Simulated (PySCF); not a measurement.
**GeCl₂: from structure and modes to constants**

Level of theory: PBE0 in PySCF with Ge def2-SVP, Cl def2-SVP; no relativity; density-fitted integrals.

The singlet minimum has C2v symmetry. Masses (u): Ge 73.92118, Cl 34.96885.

```xyz
3
charge 0 multiplicity 1, angstrom
Ge    0.0000    0.0000   -0.6828
Cl    1.6817    0.0000    0.7222
Cl   -1.6817    0.0000    0.7222
```

Harmonic wavenumbers (cm⁻¹): 156.1 (a1, ×1), 397.5 (b2, ×1), 411.6 (a1, ×1).

(1) What is the harmonic zero-point energy?

(2) Find the vibrational entropy and heat capacity at 298.15 K.

(3) Give the standard entropy (298.15 K, 1 bar) by its translational, rotational, vibrational and spin parts, and Cp.

Answers

(1) Half the sum of all 3 wavenumbers, 965/2 = 483 cm⁻¹, which is 5.8 kJ/mol (1 cm⁻¹ = 0.0119627 kJ/mol).

(2) With u = 1.43878 ω/T, each mode gives S = R[u/(eᵘ−1) − ln(1−e⁻ᵘ)] and C = R u² eᵘ/(eᵘ−1)².
```csv
ω (cm⁻¹),u,S (J/(mol K)),C (J/(mol K))
156.1,0.753,10.87,7.93
397.5,1.918,4.07,6.17
411.6,1.986,3.85,6.05
```
The sums over all modes are S = 18.8 and C = 20.2 J/(mol K); the softest mode gives 58 % of the entropy.

(3) Sackur–Tetrode with M = 143.86 u gives 170.8; rotation with symmetry number 2 gives 105.7; vibration 18.8; spin R ln 1 = 0.0. The total is 295.3 J/(mol K), and Cp = 4 R + 20.2 = 53.4 J/(mol K).
